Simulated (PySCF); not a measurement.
What settings do to a single point of [Nd(H2O)2]3+

The sound run of [Nd(H2O)2]3+ (singlet in the valence; each metal's 4f electrons, 3 of them, lie in its core potential, out of spins and levels) uses PySCF 2.14.0, RKS PBE0, Nd lcecp-1-SVP with ECP49, O def2-SVP, H def2-SVP; non-relativistic Hamiltonian with scalar-relativistic core potentials where named; density fitting; no spin-orbit coupling, grid (50, 194), threshold 1e-8 Eh and 55 cycles, at the relaxed geometry:

```xyz
7

Nd   -0.3884   -1.0638   -0.0144
O     0.0121    0.1557    1.8743
H     0.4682    1.0313    1.9735
H    -0.2176   -0.0765    2.8122
O     0.1063    0.1709   -1.8723
H     0.6336   -0.1056   -2.6675
H    -0.1733    1.0942   -2.1059
```

There Nd1 has a Mulliken charge of 2.25 e and the dipole about the centre of mass is 2.75 D. Each run below changes one thing and starts from free metal ions and neutral atoms unless it says otherwise; with 55 cycles, smearing, a level shift and second-order steps follow where DIIS fails, and their cycles count. Energy shifts count from the sound run. On f atoms grids over 110 angular points are at least (60, 302).

```csv
change,outcome,cycles,energy shift (eV),largest force component (eV/Å),charge on Nd1 (e),dipole about the centre of mass (D)
start from a density of up to 30 smeared cycles (not counted),converged,6,0.0000,0.01,2.25,2.75
"charge changed by +1, spin kept, limit 94 cycles",refused,–,–,–,–,–
cycle limit 8,not converged,8,–,–,–,–
all coordinates × 0.94,converged,10,0.65,3.22,2.18,2.85
```

Task: How does the run with this change end: threshold 0.001?

Result: outcome converged, cycles 6, energy shift (eV) 0.0001, largest force component (eV/Å) 0.02, charge on Nd1 (e) 2.25, dipole about the centre of mass (D) 2.73.

Forces carry noise of the integration grid, about 0.01 to 0.03 eV/Å.

An lcecp potential fixes the number of 4f electrons, so in runs with it no electron can move into or out of that shell.
